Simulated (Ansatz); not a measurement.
Start from `F[SiH]1CN1` and change one atom or group to get `C[C@@H]1N[Si@@H]1F`.

Ansatz, PBE0-D4/def2-TZVP geometries, multiplicity 1. 

```
                                        property  `F[SiH]1CN1`
             LUMO energy (B3LYP/def2-TZVPP) / eV          0.18
              LUMO energy (PBE0/def2-TZVPP) / eV          0.45
            HOMO–LUMO gap (PBE0/def2-TZVPP) / eV          7.57
size of the dipole moment (B3LYP/def2-TZVPP) / D          0.58
  size of the dipole moment (PBE/def2-TZVPP) / D          0.65
  zero-point energy (PBE0-D4/def2-TZVP) / kJ/mol         141.2
```

(1) Give the same properties after the change, and the shifts. (An estimate is asked.)

## Answers

(1) Ansatz gave: 
```tsv
property	`C[C@@H]1N[Si@@H]1F`	shift
LUMO energy (B3LYP/def2-TZVPP) / eV	0.20	0.02
LUMO energy (PBE0/def2-TZVPP) / eV	0.47	0.02
HOMO–LUMO gap (PBE0/def2-TZVPP) / eV	7.57	0.00
size of the dipole moment (B3LYP/def2-TZVPP) / D	2.05	1.47
size of the dipole moment (PBE/def2-TZVPP) / D	1.96	1.31
zero-point energy (PBE0-D4/def2-TZVP) / kJ/mol	215.1	73.9
```

The zero-point energy changes by 73.9 kJ/mol with +9 modes. Dipoles are sizes alone; their direction can turn.

B3LYP here is the variant with VWN-RPA as its local correlation; programs differ in this.
